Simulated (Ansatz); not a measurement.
Calculated with Ansatz (gas phase, PBE0-D4/def2-TZVP geometries, no zero-point term in ΔE). CCSD(T)/CBS is the MP2 limit (def2-TZVPP, def2-QZVPP) plus CCSD(T) − MP2 in def2-TZVPP, frozen cores. Functionals use def2-TZVPP. Each species was taken in one conformer, which may not be the lowest.

Reaction (substitution at a C–C bond): `CCCCF` + `S[SiH2]Cl` → `FCS[SiH2]Cl` + propane

CCSD(T)/CBS gives +21.0 kJ/mol.

Problem. Another level gave +16.6 kJ/mol. Which?
A. PBE-D4/def2-TZVPP
B. CCSD/def2-TZVPP
C. r2SCAN/def2-TZVPP
D. MP2/def2-TZVPP

Solution. C. r2SCAN 16.6, PBE-D4 11.7, MP2/def2-TZVPP 20.9, CCSD/def2-TZVPP 26.1 kJ/mol.

Largest T1 diagnostic among the species: 0.011.

In def2-TZVPP, CCSD(T) changes the Hartree–Fock value by −5.6 kJ/mol (the triples alone add −2.6 kJ/mol) and MP2 by −8.1 kJ/mol. The D4 term adds −3.5 kJ/mol with B3LYP and −1.8 kJ/mol with PBE0; it sums over pairs of atoms, weighted by their polarisabilities, and B3LYP, whose exchange is more repulsive, gets the larger term. From PBE to PBE0 (25 % exact exchange), in def2-TZVPP and without D4, ΔE moves by +5.1 kJ/mol.

B3LYP here is the variant with VWN-RPA as its local correlation; programs differ in this.
